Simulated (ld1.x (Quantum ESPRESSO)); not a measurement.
u(r) = r·R(r): atom against pseudo-atom (Hf)

Columns: radius, all-electron u(r) and pseudo u(r) of the 5d shell (level -2.87 eV) of hafnium in the configuration [Kr] 4d10 4f14 5s2 5p6 5d2 6s2 6p0; LDA (PZ), scalar-relativistic, ultrasoft scheme, ld1.x (Quantum ESPRESSO) 7.5.

| r (bohr) | all-electron | pseudo |
| --- | --- | --- |
| 0.158 | 0.1421 | 0.0009 |
| 0.315 | -0.2072 | 0.0071 |
| 0.473 | -0.2443 | 0.0231 |
| 0.630 | -0.0536 | 0.0518 |
| 0.788 | 0.1734 | 0.0948 |
| 0.945 | 0.3600 | 0.1505 |
| 1.102 | 0.4937 | 0.2164 |
| 1.260 | 0.5809 | 0.2885 |
| 1.418 | 0.6313 | 0.3611 |
| 1.575 | 0.6545 | 0.4282 |
| 1.732 | 0.6592 | 0.4854 |
| 1.890 | 0.6509 | 0.5292 |
| 2.047 | 0.6342 | 0.5568 |
| 2.205 | 0.6118 | 0.5687 |
| 2.362 | 0.5864 | 0.5660 |
| 2.520 | 0.5590 | 0.5516 |
| 2.678 | 0.5307 | 0.5292 |
| 2.835 | 0.5025 | 0.5026 |
| 2.992 | 0.4747 | 0.4748 |
| 3.150 | 0.4474 | 0.4474 |
| 3.308 | 0.4209 | 0.4209 |
| 3.465 | 0.3956 | 0.3956 |
| 3.622 | 0.3714 | 0.3714 |
| 3.780 | 0.3481 | 0.3481 |
| 3.938 | 0.3260 | 0.3260 |
| 4.095 | 0.3051 | 0.3051 |

How many radial nodes do the two functions have?

The all-electron 5d function has n − l − 1 = 2; the pseudo-wave has 0, since the states of the same l below it are removed with the core.

At about which radius was the pseudo-wave matched?

3.15 bohr. The columns agree to 0.0005 from 2.83 bohr on; several derivatives are matched, so the curves merge somewhat inside the radius.

Is the pseudo-wave norm-conserving?

No, it belongs to an ultrasoft set: the norm inside the radius is not constrained, and the difference is carried by the augmentation charge.
